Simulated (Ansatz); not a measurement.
HAu2, relaxed as a doublet with UKS PBE-D4/def2-TZVP in Ansatz, starting from the GFN2-xTB geometry. Force threshold 0.02 eV/Å.

In the def2 sets Au takes a core potential; there is no spin–orbit coupling. The structure comes from a short search, and lower isomers may exist.

Start:

```csv
atom,x (Å),y (Å),z (Å)
Au1,-0.3185,-0.0959,0.1260
Au2,1.9478,0.5879,-0.7708
H3,-1.6294,-0.4920,0.6448
```

(1) Estimate the energy that the relaxation releases and the steps that it takes.

(2) Does the start keep its bonding?

(3) Predict the relaxed structure.

Results:

(1) 0.20 eV, in 14 steps; 19 s on 4 threads of Arm Neoverse V1 on a shared host. The force fell under the threshold at step 5, but the optimiser went on and released 0.056 eV more. No frequencies were taken in this run, so the end may be a saddle point.

(2) By distances, no bond broke or formed. The bond that changes most is Au1–H3, from 1.46 to 1.57 Å (atoms count from 1).

(3) 
Cartesian coordinates in Å:
```
Au -0.4760 0.3269 0.1090
Au 1.9729 0.4167 -0.7505
H -1.4969 -0.7436 0.6415
```
Bond lengths (bridged metal pairs left out): 1 × Au–Au 2.60 Å; 1 × Au–H 1.57 Å.
